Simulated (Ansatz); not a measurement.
Molecule: C4H9N, net charge 0, singlet state. SMILES: NC1CCC1
Geometry from a B3LYP-D3(BJ)/def2-TZVP (Ansatz, a quantum-chemistry and plane-wave program) optimisation:
```
C
H 1 1.0993
N 1 1.4551 2 113.56
H 3 1.0149 1 110.51 2 58.97
H 3 1.0149 4 106.76 1 120.23
C 1 1.5449 2 109.58 3 132.19
H 6 1.0901 1 117.93 2 -29.91
H 6 1.0907 7 109.38 1 126.45
C 1 1.5449 2 109.58 3 -132.19
H 9 1.0901 1 117.93 2 29.91
H 9 1.0907 10 109.38 1 -126.45
C 9 1.5490 10 118.20 11 -129.09
H 12 1.0889 9 117.43 10 99.85
H 12 1.0904 13 108.60 9 128.33
```
Charge 0, spin multiplicity 1.

Quantity: atomisation energy (electronic, to ground-state atoms), in eV. Valence correlation only, unless marked. Open shells are spin-unrestricted. Spin-orbit coupling is left out. Non-relativistic. The coupled-cluster limit lacks core correlation, which all-electron functionals hold. CBS marks a two-point X^-3 extrapolation of the correlation energy; Hartree-Fock from the larger set.

| level | program | atomisation energy (eV) |
|---|---|---|
| PBE0/def2-TZVP | Ansatz | 57.41 |
| LC-wPBE-D4/def2-TZVPD | Ansatz + dftd4 | 57.57 |
| wB97X-V/def2-TZVPD | Ansatz | (withheld) |
| B2GP-PLYP-D3(BJ)/def2-TZVPD | Ansatz + dftd3 | (withheld) |
| CCSD(T)/CBS(aug-cc-pVTZ,aug-cc-pVQZ) | Ansatz | 57.06 |

Q: Some entries are withheld; supply them.

A: 
- wB97X-V/def2-TZVPD, atomisation energy (eV): 57.32
- B2GP-PLYP-D3(BJ)/def2-TZVPD, atomisation energy (eV): 56.42
